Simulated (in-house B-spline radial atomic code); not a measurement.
# RPA and G0W0 on LDA VWN5: Mn III (Mn2+)

Configuration [Ar] 3d5, highest spin, mean-field start LDA VWN5. Computed with an all-electron radial atomic-structure program (B-spline basis): all electrons, scalar-relativistic (spin-free one-electron X2C), finite nucleus, each spin shell either full or empty, empty states to l = 9 with an (l + 1/2)⁻⁴ tail; G0W0 by contour deformation at full frequency.

Command:
```bash
python run_gw.py task.json out
```
Settings (radii: box in bohr, nucleus in fm):
```
Z                        25
electrons                23
configuration            [Ar] 3d5
hamiltonian              x2c
method                   lda,vwn
lmax                     9
rms_radius               3.7057
spin_polarised           True
box_radius               17.55
intervals                70
```

Cost of the run: 2.3 s on 1 thread of AMD EPYC 7R13 Processor, with other jobs on the host.

Energies (hartree):

```json
{"term": "mean-field total", "value": "-1155.26981"}
{"term": "Hartree-Fock functional on these orbitals", "value": "-1156.60966"}
{"term": "direct second order", "value": "-1.843"}
{"term": "second-order exchange", "value": "0.60684"}
{"term": "SOSEX correction", "value": "0.5484"}
```

What is the RPA correlation energy, and what remains with SOSEX?

RPA gives -1.5772 hartree (-1.87 eV per electron); RPA + SOSEX gives -1.0288, and the second-order doubles -1.2362 hartree (no singles). SOSEX takes back 35 % of the RPA value.

Quasi-particle levels (eV):

```
  level  occupied  mean field  Σx - vxc     Σc  QP weight     G0W0
  3d up       yes     -26.081     -9.32      ?          ?        ?
3d down        no     -21.516     12.68  -5.99      0.811  -14.830
```

G0W0 = mean field + (Σx - vxc) + Σc, with Σc (partial-wave tail included) taken at the quasi-particle energy. Only the outer levels were computed. Levels of low weight are left out.

Where does G0W0 put 3d up?

At -33.58 eV, with Σc = 1.82 eV and a quasi-particle weight of 0.862. The tabulated removal energy is 33.668 ± 0.012 eV (NIST, measured); the calculation leaves out spin-orbit coupling, Breit and QED terms, and what these don't explain is the method's own error.
